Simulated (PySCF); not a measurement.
Be2 at r²SCAN

Computed with r²SCAN; PySCF, no relativity, basis sets Be def2-SVP.

```
state                          : ¹Σg⁺ (singlet), closed shell
bond length                    : 2.488 Å
harmonic wavenumber            : 346 cm⁻¹
force constant                 : 0.317 mdyn/Å
rotational constant Be         : 0.6042 cm⁻¹
anharmonicity ωexe             : 8.08 cm⁻¹
vibration–rotation constant αe : 0.0160 cm⁻¹
well depth De to Be + Be       : 0.39 eV
dissociation energy D0         : 0.37 eV
HOMO–LUMO gap                  : 1.82 eV
bond order (Mayer)             : 0.82
```

Closed-shell solutions of metal pairs were not tested for spin polarisation, which can lower them a little. The bond is weak. Basis-set superposition, not corrected here, can be much of De in a small basis, most of all at correlated wavefunction levels. Functionals without a dispersion term scatter widely for such bonds, and LDA overbinds them.
